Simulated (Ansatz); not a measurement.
`[SiH3]/C=C\S` + H₂Te → `[SiH3][TeH]` + `C=CS`  (ligand exchange at the Si–C bond)

Program: Ansatz. Geometries: PBE0-D4/def2-TZVP. ΔE: electronic, gas phase. CBS: MP2 limit from def2 TZ/QZ plus the TZ coupled-cluster correction, frozen cores. This one scheme is used for every species. DFT in def2-TZVPP. Elements past krypton have def2 core potentials. For Te outer-core shells are correlated without core-valence functions, which leaves a few kJ/mol of doubt a bond. One conformer a species, not always the lowest.

```tsv
level	ΔE (kJ/mol)
CAM-B3LYP-D4	-51.5
SCS-MP2/def2-QZVPP	-58.6
```

What does CCSD(T)/CBS give? (Best estimate.)

Ansatz gave: -58.4 kJ/mol. The listed levels differ from it by 6.9, -0.2 kJ/mol.

Largest T1 diagnostic among the species: 0.013.

From BLYP to BHLYP (50 % exact exchange), in def2-TZVPP and without D4, ΔE moves by −3.4 kJ/mol. At CCSD(T), def2-SVP lies +8.3 kJ/mol from the extrapolated value and def2-TZVPP +6.3 kJ/mol. Leaving LDA and LC-ωPBE aside and taking each functional with its dispersion term where it has one, the values, not all of them listed here, spread over 11.7 kJ/mol, from PBE-QIDH to B97M-V. LDA lies +10.5 kJ/mol from PBE without D4.
